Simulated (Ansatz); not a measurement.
Reactions of `N[SiH](O)F`.

Gas-phase electronic energies from Ansatz, PBE0-D4/def2-TZVP geometries. CCSD(T)/CBS adds triple-zeta CCSD(T) − MP2 to the extrapolated MP2 energy (def2 sets, frozen cores). Small cases extrapolate CCSD(T) itself. DFT in def2-TZVPP. B3LYP here is the variant with VWN-RPA as its local correlation; programs differ in this. Open shells (•) are unrestricted, without spin–orbit coupling. Spin–orbit coupling would lower the free atoms: a little for Cl. One conformer a species, not always the lowest.

| reaction | CCSD(T)/CBS(def2) (kJ/mol) |
| --- | --- |
| `N[SiH](O)F` → `NO` + `F[SiH]` | 636 |
| `N[SiH](O)F` → NH₃ + `O[Si]F` | 215 |
| `N[SiH](O)F` + `[CH3]`• → `N[SiH]([O])F`• + CH₄ | ? |
| `N[SiH](O)F` → H• + `N[SiH]([O])F`• | 541 |
| `N[SiH](O)F` + Cl• → `N[Si](O)F`• + HCl | -20 |

Question: Fill in the missing values. (Best estimate.)

Answer: Computed: `N[SiH](O)F` + `[CH3]`• → `N[SiH]([O])F`• + CH₄: +70.0 kJ/mol.

Largest T1 diagnostic: 0.025, for `N[SiH]([O])F`•, so its coupled-cluster energy is less sure.

Extrapolated directly: `N[SiH](O)F` → `NO` + `F[SiH]`; `N[SiH](O)F` → NH₃ + `O[Si]F`; `N[SiH](O)F` + `[CH3]`• → `N[SiH]([O])F`• + CH₄; `N[SiH](O)F` → H• + `N[SiH]([O])F`•.
